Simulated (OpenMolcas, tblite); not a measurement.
**CH7NSn (SMILES C[NH][SnH3]): the dipole moment, rung by rung**

CH7NSn has 10 atoms, charge 0, and is taken as a singlet. As SMILES, `C[NH][SnH3]`. The shape is that of a PBE0-D4/def2-TZVP optimisation.

Each level gives the dipole moment (D). The values are calculated.

```tsv
level	kind	program	value (D)	CPU time
GFN1-xTB	semi-empirical	tblite	1.30	under 2 s
HF/def2-SVP (core potential)	Hartree–Fock	OpenMolcas	0.93	8 s
SVWN5/def2-SVP (core potential)	LDA	OpenMolcas	0.84	31 s
PBE/def2-SVP (core potential)	GGA	OpenMolcas	0.81	46 s
TPSS/def2-SVP (core potential)	meta-GGA	OpenMolcas	0.83	64 s
BHLYP/def2-SVP (core potential)	global hybrid	OpenMolcas	0.86	38 s
```

The values span 0.81 to 1.30 D. Magnitudes only. Times are those of the runs behind each value, whatever else they computed, on shared processors of several kinds: orders of magnitude only.
